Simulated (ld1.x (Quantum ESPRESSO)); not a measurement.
Before and after: RRKJ potential for Ge

ld1.x (Quantum ESPRESSO) 7.5 input, shortened:

```
&input
   title='Ge', zed=32., rel=1, dft='PBE', iswitch=3,
   config='[Ar] 3d10 4s2 4p1.5 4d-2'
 /
 &inputp
   pseudotype=2, tm=.false., rho0=0.01, lloc=0,
   nlcc=.false.
 /
3
4P  2  1   1.50   0.00  1.75  1.75  0.0
4D  3  2  -2.00  -0.10  1.70  1.70  0.0
4S  1  0   2.00   0.00  1.50  1.50  0.0
 &test
   configts(1)='4s2 4p1.5'
 /
```

Change: core correction a·sin(br)/r model core inside 1.60 bohr.

Cutoffs: the cutoffs (Ry, on a coarse ladder) from which the occupation-weighted sum of valence levels, in a spherical-Bessel basis at the reference potential, stays within 10 and 1 mRy of its value at 400 Ry; they do not see the model core or the augmentation charge, which bear on the density cutoff. Errors are all-electron minus pseudo energies relative to the spin-unpolarised reference configuration.

Task: What does the change do?

Result: The potential gets neither clearly harder nor softer (30 Ry and 45 Ry → 30 Ry and 45 Ry); both files keep a bound ghost (d); of the 7 tests that both files solve, the error grows in 4 and shrinks in 1 by more than 15 % and 0.3 meV (median size 8.2 → 22.9 meV). A model core, the more so a compact one, raises the density cutoff, which this test does not measure.

| quantity | base | changed |
| --- | --- | --- |
| cutoff, loose | 30 Ry | 30 Ry |
| cutoff, tight | 45 Ry | 45 Ry |
| bound ghosts | d | d |
| error for 4s2 4p2, meV [ΔE -2.80 eV] | +0.4 | -0.3 |
| error for 4s2 4p1, meV [ΔE 4.64 eV] | -0.7 | -2.4 |
| error for 4s2 4p0, meV [ΔE 20.08 eV] | +5.4 | -34 |
| error for 4s1 4p3, meV [ΔE 5.17 eV] | +13 | -9.4 |
| error for 4s1 4p0, meV [ΔE 54.87 eV] | +108 | -216 |
| error for 4s1 4p2, meV [ΔE 13.36 eV] | +8.2 | -23 |
| error for 4s0 4p4, meV [ΔE 13.39 eV] | +47 | -43 |
| s: phases at 1.90 bohr within 0.05 rad from the reference energy up to (Ry; the scan ends near 5) | 4.4 | 4.4 |
| p: phases at 1.90 bohr within 0.05 rad from the reference energy up to (Ry; the scan ends near 5) | to the end of the scan | to the end of the scan |
| d: phases at 1.90 bohr within 0.05 rad from the reference energy up to (Ry; the scan ends near 5) | 1.4 | 1.4 |

 A true bound ghost makes a file unfit for plane-wave use even where its test errors are small: the radial tests pick states by their node count and pass the ghost by.
